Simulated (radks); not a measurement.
Values are calculated unless marked as measured or tabulated.
Species: the iron ion Fe4+. Configuration: [Ar] 3d4.

Level of theory: scalar-relativistic Kohn-Sham, SCAN, spin-polarised, spherical densities, finite nucleus; open shells are filled with parallel spins first; meta-GGA in the generalised Kohn-Sham scheme; Fermi nuclear charge, rms radius 3.7377 fm (a radial shooting solver on a logarithmic mesh with Libxc functionals).

Energy parts (eV):
part                      energy
total                 -34528.811
kinetic                34947.481
electron-nucleus      -81250.592
Hartree                13256.254
exchange-correlation   -1481.953

Orbitals (lengths in bohr, moments of r in powers of bohr; <r^-3> diverges for s and p1/2; r(max) is where P^2 peaks):
| orbital | occ. | eigenvalue (eV) | <r^4> | <1/r> | r(max) | <r^-3> |
|---|---|---|---|---|---|---|
| 1s down | 1 | -7083.759 | 0.00005451 | 25.97 | 0.03827 | - |
| 1s up | 1 | -7083.749 | 0.00005451 | 25.97 | 0.03827 | - |
| 2s up | 1 | -892.0369 | 0.01234 | 5.570 | 0.2222 | - |
| 2s down | 1 | -888.6844 | 0.01218 | 5.586 | 0.2219 | - |
| 2p up | 3 | -767.3196 | 0.009507 | 5.450 | 0.1801 | 480.2 |
| 2p down | 3 | -764.8329 | 0.009347 | 5.464 | 0.1798 | 482.8 |
| 3s up | 1 | -158.5277 | 0.8206 | 1.784 | 0.6952 | - |
| 3s down | 1 | -151.6266 | 0.8512 | 1.767 | 0.6967 | - |
| 3p up | 3 | -122.4813 | 1.062 | 1.657 | 0.7050 | 63.82 |
| 3p down | 3 | -115.6809 | 1.113 | 1.639 | 0.7078 | 61.97 |
| 3d up | 4 | -65.7475 | 2.111 | 1.392 | 0.6763 | 6.391 |

The highest occupied level is 3d up at -65.747 eV. For comparison, the ionisation energy in NIST's Atomic Spectra Database is 75.0 eV (semi-empirical). In exact Kohn-Sham theory the highest level is minus the ionisation energy, but local and semilocal functionals leave it too shallow, through self-interaction and a potential that decays too fast; potentials with the right tail come closer. Spin moment in Bohr magnetons: 4. The spin density at the nucleus is -1.208 e/bohr^3 (1s -0.008, 2s -3.547, 3s 2.348).

Empty levels of this run are not shown, since the potential may be unsettled where no density lies.
